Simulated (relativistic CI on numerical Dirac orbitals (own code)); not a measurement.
# What each ingredient does to the levels of Ba³¹⁺

Base calculation: Dirac-Coulomb-Breit CI, separate exchange-only KLI orbitals for each configuration, model QED, unscaled Slater integrals.

Configuration list (outside the closed core [Ne]): 3s2 3p6 3d7, 3s2 3p5 3d8, 3s2 3p4 3d9, 3s 3p6 3d8, 3p6 3d9, 3s 3p5 3d9, 3s2 3p6 3d6 4s, 3s2 3p6 3d6 4p, 3s2 3p6 3d6 4d, 3s2 3p4 3d8 4s, 3s2 3p4 3d8 4p, 3s2 3p5 3d7 4s, 3s2 3p6 3d6 4f, 3s2 3p4 3d8 4d, 3s2 3p5 3d7 4p, 3s 3p5 3d8 4s, 3s2 3p6 3d5 4s2, 3s 3p5 3d8 4p, 3s2 3p5 3d7 4d, 3s2 3p6 3d5 4s 4p, 3s 3p6 3d7 4s, 3s 3p5 3d8 4d, 3s2 3p6 3d6 5s, 3p6 3d8 4s, 3s2 3p6 3d5 4p2, 3s2 3p6 3d6 5p, 3s2 3p6 3d5 4s 4d, 3s 3p6 3d7 4p, 3p6 3d8 4p, 3s2 3p6 3d6 5d, 3s2 3p5 3d6 4s2, 3s2 3p6 3d6 5f, 3p6 3d8 4d, 3s2 3p6 3d6 5g, 3s2 3p6 3d6 6s, 3s 3p6 3d6 4s2. Levels of other configurations are missing.

Variants: (1) QED terms removed. Shifts of the energy above 3s2 3p6 3d7 4F_9/2, in cm⁻¹, for the lowest level and the first level of each name with at least 55 % of one term (blank where a level changes its place among those of its configuration and J or its character, or is not in the variant):

```
               Level     Base   Δ(1)
  3s2 3p6 3d7 4F_9/2        0      0
  3s2 3p6 3d7 4F_7/2   120339   -386
  3s2 3p6 3d7 4P_5/2   180077   -404
  3s2 3p6 3d7 4P_1/2   196091   -365
 3s2 3p6 3d7 2H_11/2   216590   -372
  3s2 3p6 3d7 2G_7/2   235062   -428
  3s2 3p6 3d7 2F_5/2   283477   -336
  3s2 3p6 3d7 2P_1/2   335745   -759
  3s2 3p6 3d7 2H_9/2   340964   -761
  3s2 3p6 3d7 2D_3/2   364954   -466
  3s2 3p6 3d7 2F_7/2   372007   -691
3s2 3p5 3d8 4G°_11/2  1974318  +1129
 3s2 3p5 3d8 2D°_5/2  2042488  +1152
 3s2 3p5 3d8 2F°_7/2  2044514  +1138
 3s2 3p5 3d8 4F°_9/2  2089244  +1094
 3s2 3p5 3d8 4G°_9/2  2156873   +816
 3s2 3p5 3d8 4D°_7/2  2200924  +1013
 3s2 3p5 3d8 2G°_7/2  2290202   +714
3s2 3p5 3d8 2H°_11/2  2295796   +798
 3s2 3p5 3d8 4D°_1/2  2381241   +587
 3s2 3p5 3d8 2F°_5/2  2441861   +746
 3s2 3p5 3d8 2H°_9/2  2946909   -128
```

At this charge energies of transitions that change n are usually good to better than 1 %, and those within a shell (Δn = 0) to a few per cent. Terms inside the open d or f shell come out 10 to 20 % too wide with unscaled integrals.

Ionisation energy from the two ground configurations alone: base 1957.33 eV. The NIST ASD value (theoretical) is 1958 eV.

LS names give the leading component of a level, which can be under half, so a name can repeat, a term be missing and a line seem to break the LS rules.
